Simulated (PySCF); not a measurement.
# Energy of N(2+) (nitrogen, charge +2) between two integer charges

The 2p alpha orbital of [He] 2s2 2p1 is emptied in steps (occupation f), with all orbitals relaxed, ending at [He] 2s2. Calculation: PySCF 2.14, in aug-cc-pVTZ; the non-relativistic Hamiltonian (point nucleus). The exact energy is a straight line in f; departures are measured from the line between the end points of the same method.

Problem. Among UHF, LDA, PBE, PBE0, r2SCAN, LC-wPBE, BHandHLYP, wB97X, B3LYP, HSE06, which shows the largest delocalisation error (convex curve), and which is closest to linear?

Solution. Most convex: LDA (-2.333 eV at f = 0.5); closest to linear: UHF (0.174 eV).

| f | UHF (eV) | LDA (eV) | PBE (eV) | PBE0 (eV) | r2SCAN (eV) | LC-wPBE (eV) | BHandHLYP (eV) | wB97X (eV) | B3LYP (eV) | HSE06 (eV) |
| --- | --- | --- | --- | --- | --- | --- | --- | --- | --- | --- |
| 1 | 0.000 | 0.000 | 0.000 | 0.000 | 0.000 | 0.000 | 0.000 | 0.000 | 0.000 | 0.000 |
| 0.9 | 0.065 | -0.837 | -0.827 | -0.607 | -0.757 | -0.352 | -0.390 | -0.360 | -0.656 | -0.644 |
| 0.7 | 0.149 | -1.958 | -1.932 | -1.414 | -1.754 | -0.818 | -0.905 | -0.834 | -1.527 | -1.501 |
| 0.5 | 0.174 | -2.333 | -2.297 | -1.679 | -2.070 | -0.966 | -1.071 | -0.981 | -1.811 | -1.780 |
| 0.3 | 0.144 | -1.958 | -1.923 | -1.403 | -1.720 | -0.802 | -0.892 | -0.807 | -1.511 | -1.487 |
| 0.1 | 0.061 | -0.836 | -0.819 | -0.596 | -0.729 | -0.337 | -0.377 | -0.334 | -0.641 | -0.631 |
| 0 | 0.000 | 0.000 | 0.000 | 0.000 | 0.000 | 0.000 | 0.000 | 0.000 | 0.000 | 0.000 |

```
   method  E(f=0) − E(f=1) (eV)  −ε at f=1 (eV)  −ε at f=0.5 (eV)
      UHF                47.265          47.991            47.251
      LDA                47.833          38.550            47.830
      PBE                47.984          38.804            48.007
     PBE0                47.970          41.229            48.001
   r2SCAN                48.187          39.749            48.288
  LC-wPBE                48.141          44.232            48.187
BHandHLYP                48.098          43.762            48.139
    wB97X                47.762          43.750            47.840
    B3LYP                48.258          40.973            48.303
    HSE06                48.001          40.841            48.042
```

Reference removal energy between the ground levels: 47.445 eV (semi-empirical (NIST evaluation); NIST Atomic Spectra Database, ionization energies). The calculation has no spin-orbit coupling. UHF lacks correlation.
